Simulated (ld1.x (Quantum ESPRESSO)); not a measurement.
mercury (Hg): variants of one TM potential

Base potential:

- Element: Hg
- Generator: ld1.x (Quantum ESPRESSO) 7.5
- Type: norm-conserving Troullier–Martins (Kleinman–Bylander form)
- Functional: PBEsol
- Relativity: scalar-relativistic
- Frozen core: [Kr] 4d10 4f14
- Valence charge: 20
- Reference configuration: 5s2 5p6 5d10 6s2 6p0
- Partial waves: 5s (bound): rc 1.25 bohr; 5p (bound): rc 1.60 bohr; 5d (bound): rc 2.20 bohr
- Local potential: all-electron potential smoothed inside 1.35 bohr (lloc = -1)
- Core correction: none

Occupied shells without a wave of their own: 6s. They enter only through the test configuration that unscreens the potential.

All-electron outer shells of the reference configuration (PBEsol, scalar-relativistic, ld1.x):

```
shell  level (eV)  outermost node (bohr)  outermost maximum (bohr)
   4d     -348.59                   0.20                      0.40
   5s     -118.25                   0.47                      0.82
   4f      -95.96                      –                      0.37
   5p      -66.53                   0.51                      0.93
   5d       -9.88                   0.55                      1.17
   6s       -6.87                   1.08                      2.21
   6p       -0.99                   1.28                      3.26
```

Cutoffs, loose and tight: the cutoffs (Ry, on a coarse ladder) from which the occupation-weighted sum of valence levels, in a spherical-Bessel basis at the reference potential, stays within 10 and 1 mRy of its value at 400 Ry. They do not see the model core or the augmentation charge, which bear on the density cutoff. Test errors are all-electron minus pseudo excitation energies from the reference, over the configurations 5s2 5p6 5d10 6s1 6p0; 5s2 5p6 5d10 6s0 6p0; 5s2 5p6 5d9 6s0 6p0; 5s1 5p6 5d10 6s2 6p0; 5s2 5p6 5d10 6s1 6p1; 5s2 5p6 5d8 6s0 6p0; 5s2 5p6 5d9 6s2 6p1. A dash means not determined; rows that change the core or the reference have their own tests.

```tsv
change	outcome	cutoff, loose	cutoff, tight	bound ghosts	largest test error (meV)
base	generated, misses its reference levels by 0.25 eV	110 Ry	180 Ry	none	-1331
wave 5d (bound): rc 2.20 bohr becomes 5d (bound): rc 1.40 bohr	generated, misses its reference levels by 0.25 eV	110 Ry	180 Ry	none	-1326
wave 5d (bound): rc 2.20 bohr becomes 5d (bound): rc 1.70 bohr	generated, misses its reference levels by 0.25 eV	110 Ry	180 Ry	none	-1325
wave 5d (bound): rc 2.20 bohr becomes 5d (bound): rc 2.10 bohr	generated, misses its reference levels by 0.25 eV	110 Ry	180 Ry	none	-1329
wave 5d (bound): rc 2.20 bohr becomes 5d (bound): rc 2.32 bohr	generated, misses its reference levels by 0.25 eV	110 Ry	180 Ry	none	-1332
wave 5d (bound): rc 2.20 bohr becomes 5d (bound): rc 2.74 bohr	generated, misses its reference levels by 0.25 eV	110 Ry	180 Ry	none	-1303
wave 5d (bound): rc 2.20 bohr becomes 5d (bound): rc 3.02 bohr	generated, misses its reference levels by 0.25 eV	110 Ry	180 Ry	none	-1253
wave 5d (bound): rc 2.20 bohr becomes 5d (bound): rc 3.32 bohr	generated, misses its reference levels by 0.25 eV	110 Ry	180 Ry	none	-1139
```

Reading the sweep of the d radius (base included, trends over the rows without a ghost): The loose cutoff stays near 110 Ry. The median size of the test errors (rows with all tests solved) rises from 314.4 meV at 1.4 to 813.8 meV at 3.32 bohr. More of the atom is replaced by a form fitted at one configuration, so other configurations suffer as the radius grows.
